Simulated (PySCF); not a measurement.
Breaking a bond: SiC, triplet.

Computed with: UKS-M06-2X/6-31G* = unrestricted M06-2X/6-31G*, spherical d in PySCF; UHF/cc-pVTZ (PySCF); CASSCF(8,8)/cc-pVTZ (PySCF); UKS-r2SCAN = PySCF with unrestricted r2SCAN/cc-pVTZ.

Energies are in mEh, each relative to the lowest point of its own curve near equilibrium.

```
R / Å  UKS-M06-2X/6-31G*    UHF  CASSCF(8,8)  UKS-r2SCAN
-----  -----------------  -----  -----------  ----------
1.27               251.8  258.5        268.9       255.4
1.36               134.1  140.9        148.2       137.5
1.45                62.6   69.6         73.3        65.4
1.55                19.9   26.2         26.5        21.6
1.60                 8.7   14.0         13.3         9.9
1.66                 1.7    5.1          3.9         2.2
1.71                 0.0    ___          0.4         0.0
1.77                 1.7    0.0          0.0         1.1
1.82                 ___    1.0          2.2         4.3
1.89                15.5    4.8          8.0        11.1
1.98                24.0   12.5          ___        22.3
2.12                42.8   27.7         38.6        41.7
2.30                71.3    ___            —        65.9
2.56               110.5   75.6            —        95.8
2.85               139.3   93.3            —         ___
3.04               159.5   99.0            —       134.6
3.43               173.0  104.0            —       154.1
3.74               177.2  105.5            —       162.2
4.16               180.5  106.4            —       168.0
4.58               182.4  106.9            —       171.0
5.09               184.0  107.1            —       173.0
6.00               184.4    ___            —       174.3
6.91               184.5  107.4            —       174.6
```

### Question
Some entries are withheld; supply them.

### Answer

- 1.71, UHF: 1.3
- 1.82, UKS-M06-2X/6-31G*: 5.5
- 1.98, CASSCF(8,8): 18.6
- 2.30, UHF: 48.9
- 2.85, UKS-r2SCAN: 121.5
- 6.00, UHF: 107.3

Dashes: no converged value, or the column stops at the first point that the program doubted or that broke a chosen test of continuity, which isn't proof of a fault.

The unrestricted determinant behind UKS-M06-2X/6-31G* is spin-contaminated at 1.82, 2.85 to 6.91 Å (<S²> up to 3.0, against 2.00 for a pure triplet). The unrestricted determinant behind UHF is spin-contaminated at 1.45 to 6.91 Å (<S²> up to 3.1, against 2.00 for a pure triplet). The unrestricted determinant behind UKS-r2SCAN is spin-contaminated at 1.82 to 6.91 Å (<S²> up to 3.0, against 2.00 for a pure triplet).
